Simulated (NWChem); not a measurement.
System: CH5BS2; SMILES CB(S)S

NWChem input:

```
start job
memory heap 200 mb stack 900 mb global 1100 mb
geometry units angstroms noautosym nocenter noautoz
  B     -0.335400     0.000352    -0.018859
  C     -1.913297    -0.000024    -0.004803
  H     -2.338972    -0.864263    -0.527196
  H     -2.342695     0.908846    -0.440619
  H     -2.264084    -0.053145     1.035708
  S      0.497943     1.614939    -0.008150
  H      1.789256     1.221127     0.036181
  S      0.498287    -1.614811    -0.008745
  H      1.788999    -1.219437     0.036141
end
basis spherical
  * library def2-tzvp
end
dft
  xc pbe0
  iterations 150
end
property
  efieldgrad
end
task dft property
```

Coordinates come from a B3LYP/6-31G* (spherical d) optimisation.

Vzz is the largest principal value of the second derivative of the potential at the nucleus (NWChem prints the opposite sign); η is the asymmetry. Non-relativistic.

Atoms are numbered as in the input.

### Question
Give the results of this calculation. (PBE0/def2-TZVP.) Quantities: Vzz B1 (a.u.); η B1; Vzz S8 (a.u.); η S8.

### Answer
| Quantity | Result |
|---|---|
| Vzz B1 (a.u.) | 0.366 |
| η B1 | 0.55 |
| Vzz S8 (a.u.) | 1.869 |
| η S8 | 0.66 |
